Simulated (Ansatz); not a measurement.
Relaxation of the cluster Fe₂O₂⁺ with UKS PBE0-D4/def2-SVP.

```sh
$ ansatz run in.yaml --threads 4 --pin off --events-out ev --progress --plain --max-ram 3916MiB
```

```yaml
crystal:
  periodic: [false, false, false]
  atoms:
    - {symbol: Fe, position_ang: [1.390260, 0.332220, -0.722850]}
    - {symbol: Fe, position_ang: [-1.601400, 0.022970, -0.019630]}
    - {symbol: O, position_ang: [0.099900, -0.792560, 0.079660]}
    - {symbol: O, position_ang: [0.111240, 0.437360, 0.662820]}
basis:
  gaussian: {orbitals: def2-SVP}
total_charge: 1
magnetization: {spin_polarized: true, initial_magnetization: 1}
hamiltonian: {xc: pbe0, dispersion: d4}
scf: {omitted_lower_state_checks: [starts]}
output: {orbitals: {seedname: orbitals}}
relax: {f_tol: 0.02, max_steps: 100}
```

Hardware: 4 threads of AMD EPYC 9R45 on a shared host. Wall time 85 s.

Positions (Å) and forces (eV/Å) at steps 1, 2, 3, 4, 5, 6, 7, 8, 9, 10, 11, 13, 15, 16, 19 of 19:

```xyz
4
step=1 energy=-72829.4026 eV
Fe    1.390    0.332   -0.723    1.197    0.494   -1.076
Fe   -1.601    0.023   -0.020   -1.197    0.159   -0.315
O     0.100   -0.793    0.080   -0.035   -4.773   -1.420
O     0.111    0.437    0.663    0.035    4.120    2.811
4
step=2 energy=-72829.6658 eV
Fe    1.401    0.337   -0.733    0.716    0.287   -0.630
Fe   -1.612    0.024   -0.022   -0.548    0.070   -0.138
O     0.099   -0.823    0.073   -0.101   -2.529   -0.736
O     0.111    0.462    0.682   -0.067    2.172    1.504
4
step=3 energy=-72829.7988 eV
Fe    1.421    0.343   -0.746    0.196    0.058   -0.130
Fe   -1.622    0.024   -0.022    0.108   -0.027    0.056
O     0.094   -0.859    0.063   -0.154   -0.456   -0.174
O     0.106    0.493    0.705   -0.150    0.425    0.248
4
step=4 energy=-72829.8095 eV
Fe    1.434    0.343   -0.747    0.131    0.019   -0.045
Fe   -1.621    0.020   -0.013    0.118   -0.038    0.078
O     0.087   -0.868    0.054   -0.123    0.000   -0.021
O     0.099    0.505    0.706   -0.126    0.018   -0.012
4
step=5 energy=-72829.8165 eV
Fe    1.462    0.340   -0.742    0.117    0.002   -0.006
Fe   -1.627    0.010    0.007    0.091   -0.043    0.090
O     0.077   -0.867    0.039   -0.102    0.196    0.042
O     0.089    0.516    0.696   -0.106   -0.155   -0.126
4
step=6 energy=-72829.8244 eV
Fe    1.655    0.320   -0.704   -0.427   -0.156    0.337
Fe   -1.684   -0.058    0.152   -0.003   -0.040    0.078
O     0.009   -0.841   -0.062    0.219    1.010    0.226
O     0.020    0.579    0.614    0.211   -0.814   -0.642
4
step=7 energy=-72829.8269 eV
Fe    1.708    0.249   -0.555    0.301    0.056   -0.118
Fe   -1.761   -0.137    0.318    1.199    0.055   -0.131
O     0.020   -0.744   -0.208   -0.749    0.062    0.181
O     0.032    0.632    0.446   -0.751   -0.173    0.068
4
step=8 energy=-72829.8834 eV
Fe    1.687    0.272   -0.604    0.189    0.030   -0.063
Fe   -1.717   -0.109    0.259    0.294   -0.005    0.009
O     0.009   -0.776   -0.158   -0.239    0.276    0.165
O     0.021    0.612    0.502   -0.245   -0.300   -0.110
4
step=9 energy=-72829.8885 eV
Fe    1.729    0.273   -0.607   -0.206   -0.051    0.112
Fe   -1.721   -0.117    0.277    0.155   -0.007    0.010
O    -0.010   -0.770   -0.164    0.027    0.345    0.090
O     0.001    0.614    0.494    0.024   -0.287   -0.212
4
step=10 energy=-72829.8932 eV
Fe    1.715    0.271   -0.601   -0.002   -0.011    0.023
Fe   -1.713   -0.115    0.273   -0.061   -0.012    0.026
O    -0.007   -0.766   -0.163    0.032    0.103    0.019
O     0.005    0.610    0.491    0.031   -0.081   -0.069
4
step=11 energy=-72829.8916 eV rejected
Fe    1.737    0.251   -0.559    0.093    0.011   -0.023
Fe   -1.701   -0.140    0.324   -0.513   -0.032    0.076
O    -0.024   -0.742   -0.209    0.209   -0.063   -0.061
O    -0.012    0.631    0.444    0.211    0.084    0.008
4
step=13 energy=-72829.8981 eV
Fe    1.774    0.232   -0.521   -0.072   -0.012    0.027
Fe   -1.718   -0.166    0.380    0.128    0.009   -0.020
O    -0.034   -0.717   -0.255   -0.028   -0.003   -0.005
O    -0.022    0.651    0.396   -0.028    0.006   -0.001
4
step=15 energy=-72829.8989 eV rejected
Fe    1.778    0.215   -0.485    0.050    0.006   -0.013
Fe   -1.705   -0.184    0.417    0.053    0.005   -0.011
O    -0.042   -0.702   -0.293   -0.051    0.015    0.022
O    -0.031    0.670    0.360   -0.052   -0.026    0.002
4
step=16 energy=-72829.8991 eV
Fe    1.780    0.219   -0.492   -0.003   -0.001    0.002
Fe   -1.707   -0.181    0.411    0.004    0.000    0.001
O    -0.043   -0.704   -0.285    0.000    0.002   -0.001
O    -0.031    0.666    0.366    0.000    0.000   -0.002
4
step=19 energy=-72829.8992 eV
Fe    1.789    0.206   -0.465    0.000    0.000    0.000
Fe   -1.698   -0.195    0.440    0.000    0.000    0.000
O    -0.051   -0.691   -0.313    0.000    0.001    0.000
O    -0.040    0.680    0.338    0.000   -0.001    0.000
```

The structure holds 1 bond(s) between oxygen atoms. The charge 1 doublet is spin-contaminated (final ⟨S²⟩ up to 4.68, 0.75 for a pure state). No other spin state of charge 1 was run. Another isomer (doublet) lies 2.71 eV lower at PBE0-D4/def2-TZVP; other spin states weren't run for this one.
